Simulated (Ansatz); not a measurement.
Al₄Sb₄, relaxed as a singlet with RKS r2SCAN-D4/def2-SVP in Ansatz, starting from the GFN1-xTB geometry. Force threshold 0.02 eV/Å.

In the def2 sets Sb takes a core potential; there is no spin–orbit coupling. The restricted singlet is unstable towards broken spin symmetry in Hartree–Fock (as tested in another run); at r2SCAN-D4/def2-SVP this wasn't settled. The structure comes from a short search, and lower isomers may exist.

Start:

| atom | x (Å) | y (Å) | z (Å) |
| --- | --- | --- | --- |
| Al1 | 1.2639 | 1.1848 | -1.1296 |
| Al2 | -0.8833 | -2.7162 | 0.5433 |
| Al3 | 1.3236 | 1.7796 | 1.3255 |
| Al4 | -1.1825 | 0.3634 | -1.2023 |
| Sb5 | 0.1246 | -1.6827 | -1.9779 |
| Sb6 | -1.3586 | 2.3485 | 0.3604 |
| Sb7 | 1.4786 | -1.1914 | 0.4207 |
| Sb8 | -0.7662 | -0.0861 | 1.6601 |

```
         step  energy (eV)  largest force component (eV/Å)  SCF passes
            1  -52541.1286                           1.881          22
            2  -52541.5547                           0.507          31
            3  -52541.7053                           0.427          30
            4  -52541.7689                           0.208          24
            5  -52541.8234                           0.162          28
            6  -52541.8476                           0.138          27
            7  -52541.8658                           0.098          23
            8  -52541.8791                           0.082          24
            9  -52541.8927                           0.171          29
           10  -52541.9044                           0.267          30
           11  -52541.9263                           0.133          24
           12  -52541.9424                           0.217          30
           13  -52541.9831                           0.441          30
           14  -52542.0635                           0.320          31
           15  -52542.1305                           0.399          30
           16  -52542.1567                           0.164          24
           17  -52542.1601                           0.317          24
           18  -52542.1750                           0.100          26
           19  -52542.1793                           0.130          24
           20  -52542.1846                           0.107          24
21 (rejected)  -52542.1583                           0.409          29
           22  -52542.1916                           0.040          24
23 (rejected)  -52542.1874                           0.113          25
           24  -52542.1952                           0.042          25
25 (rejected)  -52542.1946                           0.039          25
           26  -52542.1960                           0.025          25
27 (rejected)  -52542.1960                           0.030          27
           28  -52542.1961                           0.005          28
```

Force components are those of the run's own axes.

End:

Cartesian coordinates in Å:
```
Al 1.231 1.233 -1.605
Al -1.263 -2.720 -0.099
Al 1.414 2.000 0.862
Al -1.057 0.247 -0.064
Sb 0.434 -1.385 -1.852
Sb -0.874 2.799 -0.275
Sb 1.386 -0.940 0.917
Sb -1.271 -1.235 2.116
```

Bonds lost: Al1–Sb7, Al2–Sb7, Al3–Sb8, Sb6–Sb8 (atoms count from 1). Bonds formed: Al4–Sb7 (atoms count from 1).

No frequencies were taken in this run, so the end may be a saddle point.

Run time 3.7 min (4 threads of Arm Neoverse V1 on a shared host).
